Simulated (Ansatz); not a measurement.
Cd₃⁻. Charge -1, multiplicity 2. Geometry PBE/def2-TZVP, that of the neutral singlet; atoms count from 1.

Cartesian coordinates in Å:
```
Cd 0.967 1.368 0.944
Cd 0.614 -1.822 0.053
Cd -1.581 0.454 -0.997
```

In the def2 sets Cd takes a core potential; there is no spin–orbit coupling. The highest occupied level of the charge -1 doublet lies above zero (up to 1.00 eV). By energy differences its removal costs 0.27 eV (vertical, to the charge 0 singlet, at PBE0/def2-TZVPD); a positive level beside a positive removal energy at the same level points to self-interaction error. The structure comes from a short search, and lower isomers may exist.

(1) Estimate the Mulliken populations from the PBE0/def2-TZVPD orbitals of Ansatz.

(2) Where does the spin sit?

(3) And the Mayer bond orders between bonded heavy atoms (over 0.3)?

## Answers

(1) 
```tsv
atom	charge (e)	spin (α − β)	d electrons
Cd1	-0.33	0.33	10.00
Cd2	-0.33	0.33	10.00
Cd3	-0.33	0.33	10.00
```
Mulliken values and Mayer orders depend strongly on the basis. With diffuse functions, as here, like atoms can get unlike values, and bond orders can come out too low or too high.

(2) Summed by element: Cd 1.00, of 1 unpaired in all. Largest on single atoms: Cd3 0.33, Cd1 0.33, Cd2 0.33.

(3) Cd1–Cd2 0.50 (3.33 Å); Cd1–Cd3 0.50 (3.33 Å); Cd2–Cd3 0.50 (3.33 Å).
